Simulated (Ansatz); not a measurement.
`C[SiH2]C[SiH2]F` + `NB(F)S` → `C[SiH2]B(F)S` + `NC[SiH2]F`  (redistribution)

Isolated molecules relaxed with PBE0-D4/def2-TZVP in Ansatz; ΔE leaves out vibrations. CCSD(T)/CBS adds triple-zeta CCSD(T) − MP2 to the extrapolated MP2 energy (def2 sets, frozen cores). This one scheme is used for every species. DFT in def2-TZVPP. B3LYP here is the variant with VWN-RPA as its local correlation; programs differ in this. One conformer a species, not always the lowest.

`C[SiH2]C[SiH2]F`:

Z-matrix (Å, degrees):
```
C
Si 1 1.867
H 1 1.092 2 110.7
H 1 1.092 2 110.8 3 -120.4
H 1 1.093 2 110.8 3 119.9
C 2 1.881 1 111.4 3 -59.2
H 2 1.490 1 110.1 3 179.8
H 2 1.491 1 110.3 3 61.4
Si 6 1.851 2 115.6 1 70.9
H 6 1.096 2 109.1 1 -53.3
H 6 1.097 2 108.3 1 -169.2
F 9 1.607 6 109.5 2 -52.0
H 9 1.484 6 110.9 2 66.1
H 9 1.485 6 112.4 2 -170.4
```

`NB(F)S`:

```xyz
7

N    -0.320   -0.777   -0.846
B     0.217    0.189    0.003
F     1.292    0.880   -0.394
S    -0.516    0.527    1.640
H    -1.123   -1.334   -0.618
H     0.080   -0.966   -1.748
H     0.370    1.481    1.962
```

`C[SiH2]B(F)S`:

```xyz
11

C     0.906    0.866    0.848
Si   -0.412    0.744   -0.481
B    -0.949   -1.176   -0.866
F    -1.875   -1.441   -1.783
S    -0.250   -2.617   -0.036
H     0.554    0.441    1.792
H     1.172    1.909    1.033
H     1.816    0.339    0.550
H     0.081    1.360   -1.747
H    -1.628    1.501   -0.065
H     0.586   -1.927    0.755
```

`NC[SiH2]F`:

Cartesian coordinates in Å:
```
N -0.060 0.161 1.454
C -0.440 0.576 0.105
Si 0.308 -0.712 -1.026
F 0.187 -0.256 -2.561
H 0.920 0.343 1.628
H -0.590 0.651 2.163
H -1.529 0.514 0.010
H -0.158 1.602 -0.173
H 1.753 -0.867 -0.716
H -0.391 -2.011 -0.884
```

```
             level  ΔE (eV)  difference from CCSD(T)/CBS
            PBE-D4     2.25                        -0.15
         r2SCAN-D4     2.44                         0.04
          B3LYP-D4     2.39                        -0.01
           ωB97M-V     2.46                         0.06
            B2PLYP     2.41                         0.01
            r2SCAN     2.43                         0.03
              PBE0     2.34                        -0.06
     HF/def2-TZVPP     2.51                         0.11
   CCSD/def2-TZVPP     2.42                         0.02
CCSD(T)/def2-TZVPP     2.40                         0.00
     HF/def2-QZVPP     2.51                         0.11
    MP2/def2-QZVPP     2.52                         0.12
SCS-MP2/def2-QZVPP     2.46                         0.06
      HF/CBS(def2)     2.51                         0.11
     MP2/CBS(def2)     2.52                         0.12
    CCSD/CBS(def2)     2.43                         0.03
       CCSD(T)/CBS     2.40                            0
```

Largest T1 diagnostic among the species: 0.013.

From PBE to PBE0 (25 % exact exchange), in def2-TZVPP and without D4, ΔE moves by +0.11 eV.
